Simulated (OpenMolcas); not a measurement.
A calculation on Si3+.

```json
{
 "Program": "OpenMolcas",
 "Method": "SS-CASPT2, IPEA 0.25 Eh, imaginary shift 0.1 Eh (closed shells correlated: 2s 2p)",
 "Basis": "ANO-RCC-VQZP [6s5p3d2f1g]",
 "Scalar Hamiltonian": "DKH2, point nucleus",
 "Active space": "1 electron in 4 orbitals (3s 3p)",
 "State averaging": "2S+1 = 2 even, 1 root; 2S+1 = 2 odd, 3 roots",
 "Spin-orbit coupling": "state interaction with AMFI integrals over the reference wave functions, term energies averaged over their components"
}
```

Q: Which level of the active space comes out lowest?

A: 3s 2S 1/2, with 100 % of that term; it is also the measured ground level.

Q: How high does 3p 2P* 3/2 lie?

A: 71439 cm-1 above the lowest level; measured 71749 cm-1 above the ground level, so the calculation is off by 0 %.

Q: How high does 3p 2P* 1/2 lie?

A: 71057 cm-1 above the lowest level; measured 71288 cm-1 above the ground level, so the calculation is off by 0 %.

Measured values: NIST levels in Kelleher and Podobedova, J. Phys. Chem. Ref. Data 37, 1285 (2008).

With one active electron, CASPT2 adds the correlation within the correlated inactive shells and between them and that electron, and leaves the splitting within a term as the reference gives it. Measured partners are found by configuration, term and J. A level has none where our copy of the source lacks it or the pairing is in doubt (some pairs that miss far off the trend of their configuration count as doubtful), and it then counts in no deviation. Levels of configurations outside the active space are missing.

* marks odd parity.
